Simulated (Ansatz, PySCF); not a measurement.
Gas-phase reaction (SMILES): [Cl][AlH][Cl] + F (HF) → [F][Al]([Cl])[Cl] + [H][H] (H2); hydrogen fluoride cleaves one Al-H bond, a model of a ligand-exchange step.

Each molecule is optimised on its own at B3LYP-D3(BJ)/def2-TZVP (Ansatz, an electronic-structure program). Correlated levels leave the core frozen unless marked. Spin-orbit coupling is left out. No relativistic terms. CBS(X,Y): correlation extrapolated as X^-3; Hartree-Fock from the larger set (for Q and 5 zeta extrapolated as (X+1)exp(-9√X)). Thermal terms are rigid-rotor harmonic-oscillator values from B3LYP-D3(BJ) frequencies (Ansatz or PySCF) at 298.15 K and 1 atm. 1 Eh = 627.5095 kcal/mol.

```csv
species,"E, CCSD(T)/CBS(cc-pV(Q+d)Z,cc-pV(5+d)Z) (Ansatz) (Eh)","E, PBE-D3(BJ)/def2-TZVPD (Ansatz + dftd3) (Eh)",H - E (Eh)
[Cl][AlH][Cl],-1162.29931,-1163.08725,0.01512
F (HF),-100.39528,-100.39533,0.01259
[F][Al]([Cl])[Cl],-1261.58029,-1262.37133,0.01172
[H][H] (H2),-1.17453,-1.16598,0.01336
```

### Question
Work out ΔE and ΔH at 298.15 K at the first level, then ΔH at the second.

### Answer

1. ΔE = [(-1261.58029) + (-1.17453)] - [(-1162.29931) + (-100.39528)] = -0.06023 Eh = -37.8 kcal/mol at CCSD(T)/CBS(cc-pV(Q+d)Z,cc-pV(5+d)Z).
2. The terms H - E add up to -0.00263 Eh, so ΔH = (-0.06023 + (-0.00263))×627.5095 = -39.4 kcal/mol.
3. At PBE-D3(BJ)/def2-TZVPD the same steps give ΔE = -34.3 and ΔH = -36.0 kcal/mol, a shift of +3.4 from the first level.
4. These values are not checked against measurement here, since the tables used lack a sound gas-phase enthalpy of formation for at least one species.
